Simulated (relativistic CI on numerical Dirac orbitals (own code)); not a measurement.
# Ag2+: 4s photoemission

Computed with this model: Dirac-Coulomb-Breit CI, orbitals from a KLI potential per configuration, QED by a radiative potential, valence Slater integrals scaled by 0.8, multiplet model of photoemission in the sudden approximation; configurations [Kr] 4d9 → [Ar] 3d10 4s 4p6 4d9; 80 K; Lorentzian 2 eV and Gaussian 0.6 eV FWHM. Energies are those of the free ion, without screening or charge transfer. The energies are binding energies and can lie tens of eV above those of solids. Without intra-shell correlation the exchange splitting of an s hole comes out too large, often by half or more. S is read from ⟨S²⟩ = S(S + 1).

Field parameters in Wybourne normalisation: D4h B²₀ = −7Ds, B⁴₀ = 21(Dq − Dt), B⁴₄ = 21√(5/14) Dq. The field is a parameter set, without covalency.

free ion: ground-state S = 0.50, centroid 135.14 eV. Peaks (eV, height): 134.4 (100), 137.8 (35).

D4h, 10Dq = 34550, Ds = -800, Dt = -740 cm⁻¹: ground-state S = 0.50, centroid 135.16 eV. Peaks (eV, height): 134.4 (100), 137.4 (41).

Strongest unbroadened transitions for free ion:

```
Energy (eV)  Relative strength
     134.32              100.0
     134.65               35.3
     137.89               36.2
```
